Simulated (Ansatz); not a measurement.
A nudged elastic band was laid between two geometries of AlCl2H5OSSi (11 atoms, charge 0, multiplicity 1).

Method: Ansatz, RKS B3LYP-D4/def2-SVP.

```
movable images  : 9
climbing image  : yes
spring          : 5.0 eV/Å²
optimiser       : fire
start path      : through a guess of the saddle point
force threshold : 0.03 eV/Å
iteration limit : 60
end points      : relaxed
largest step    : 0.5 Å
```

Initial state:

```xyz
11
Properties=species:S:1:pos:R:3
Al -0.102 0.263 0.350
O -0.753 -0.135 1.872
Si -1.543 -0.881 3.110
H -2.656 -1.737 2.604
H -0.601 -1.733 3.894
H -2.115 0.152 4.026
Cl 1.960 -0.130 0.038
Cl -1.359 0.179 -1.345
S 0.035 2.758 0.774
H 1.367 2.839 0.535
H 0.205 2.596 2.109
```

Final state:

```xyz
11
Properties=species:S:1:pos:R:3
Al -0.087 0.766 0.318
O -0.367 0.428 2.208
Si -1.435 -0.715 2.973
H -1.328 -1.935 2.148
H -0.894 -0.903 4.342
H -2.799 -0.142 3.016
Cl 1.503 -0.522 -0.242
Cl -2.031 0.224 -0.379
S 0.349 2.938 0.490
H 1.690 2.763 0.439
H -0.163 1.269 2.656
```

(1) Which bonds break or form, and what moves?

(2) Give the energies along the band, and the barrier.

The band took 60 iterations and about 70 core-minutes.

Results:

(1) Bonds broken: S9–H11. Bonds formed: O2–H11.

(2) The run ended unconverged. The highest image is number 4 of 0 to 10, 0.49 eV above the first end and 0.55 eV above the last; the last end lies 0.06 eV below the first. The band didn't meet its force threshold, so its energies are provisional: the largest band force was still 0.14 eV/Å, and over the last iterations the top stayed at 0.49 eV. The orbitals stay closed-shell, which can raise the energy where a bond breaks towards radicals; this wasn't checked here.

```csv
image,path coordinate (Å),energy (eV),S9–H11 (Å),O2–H11 (Å)
0,0.00,0.00,1.36,2.90
1,0.67,0.01,1.35,2.69
2,1.34,0.03,1.36,2.60
3,2.00,0.16,1.36,2.11
4,2.68,0.49,1.58,1.32
5,3.14,0.20,2.09,1.01
6,3.60,0.13,2.34,0.99
7,4.06,0.06,2.40,0.99
8,4.53,0.00,2.48,0.98
9,5.01,-0.04,2.61,0.98
10,5.49,-0.06,2.78,0.97
```

The run took 19 min on 4 threads of AMD EPYC 7B13 (Zen 3) (shared host), peak memory 0.41 GiB.
